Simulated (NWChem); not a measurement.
Molecule: CHBrF₂; SMILES FC(F)Br

Program: NWChem. Pople sets run with spherical d functions. Coordinates come from a PBE0/def2-SVP optimisation. Computed dipoles belong to the equilibrium geometry; the measured one is vibrationally averaged.

Measured dipole moment: 1.50 D (NIST CCCBDB, as tabulated in the package chemicals).

```json
[
 {"level": "B3LYP/STO-3G", "dipole moment (D)": "1.38", "computed − measured": "-0.12", "relative time (rough)": "1"},
 {"level": "B3LYP/3-21G", "dipole moment (D)": "1.47", "computed − measured": "-0.03", "relative time (rough)": "1"},
 {"level": "B3LYP/6-31G*", "dipole moment (D)": "1.39", "computed − measured": "-0.11", "relative time (rough)": "5"},
 {"level": "B3LYP/def2-SVP", "dipole moment (D)": "1.34", "computed − measured": "-0.16", "relative time (rough)": "4"},
 {"level": "B3LYP/def2-SVPD", "dipole moment (D)": "1.37", "computed − measured": "-0.13", "relative time (rough)": "9"},
 {"level": "B3LYP/def2-TZVP", "dipole moment (D)": "1.36", "computed − measured": "-0.14", "relative time (rough)": "20"},
 {"level": "B3LYP/aug-cc-pVTZ", "dipole moment (D)": "1.36", "computed − measured": "-0.14", "relative time (rough)": "60"}
]
```
